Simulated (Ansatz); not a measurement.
CH6ClGeN, SMILES [CH3][Ge@H]([NH2])[Cl].

The structure is a stationary point at PBE0-D3(BJ)/def2-SVP. The structure was generated by enumeration; whether it is a known compound was not checked. Other conformers were not sampled.

Two levels are set side by side: PBE/def2-SVPD (Ansatz, a first-principles code) and CAM-B3LYP/def2-SVPD (Ansatz). Energy differences of separate SCF runs at the same geometry; the states with an electron removed or added have multiplicity 2 and 2. Differences are taken from unrounded values.

```tsv
quantity	PBE
vertical ionisation energy (eV)	9.69
vertical singlet–triplet gap (eV)	5.95
```

These are the PBE values. What does CAM-B3LYP give? (An estimate is asked for; the answer gives what the named calculation found.)


```csv
quantity,CAM-B3LYP,PBE minus CAM-B3LYP
vertical ionisation energy (eV),10.17,-0.48
vertical singlet–triplet gap (eV),6.45,-0.51
```
